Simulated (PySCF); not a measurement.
**Converging ICl in the basis (CCSD(T))**

PySCF, RHF reference; singlet, unpaired electrons none; De to I + Cl without counterpoise correction. Frozen cores follow the default of each basis and core potential.

```csv
basis,relativity,functions,Re (Å),ωe (cm⁻¹),De (eV),frozen orbitals
def2-SVP,scalar-relativistic core potentials,44,2.393,357,1.74,9
cc-pVDZ-PP/cc-pV(D+d)Z,scalar-relativistic core potentials,46,2.389,354,1.73,9
x2c-SVPall,spin-free X2C,54,2.401,354,1.77,23
def2-TZVPP,scalar-relativistic core potentials,92,2.331,385,2.17,9
```

How does each smaller set differ from the one with most functions, def2-TZVPP?

def2-SVP: +6.2 pm, -7.3 % in ωe, -0.43 eV in De; cc-pVDZ-PP/cc-pV(D+d)Z: +5.8 pm, -8.1 % in ωe, -0.44 eV in De; x2c-SVPall: +7.0 pm, -8.1 % in ωe, -0.40 eV in De. All at CCSD(T); the set with most functions is neither the basis-set limit nor always the best. The rows treat relativity differently, so the differences are not basis effects alone.

Correlated steps freeze the inner cores (9 to 23 orbitals); shallow outer-core shells are correlated. Correlated levels converge slowly with the basis: in double zeta they bind strong bonds too weakly, by up to about 1 eV, and carry superposition errors of some tenths. Spin–orbit coupling is left out, which matters for elements this heavy, above all for dissociation energies. Where the molecule has an RHF reference, its open-shell atoms are computed with UHF.
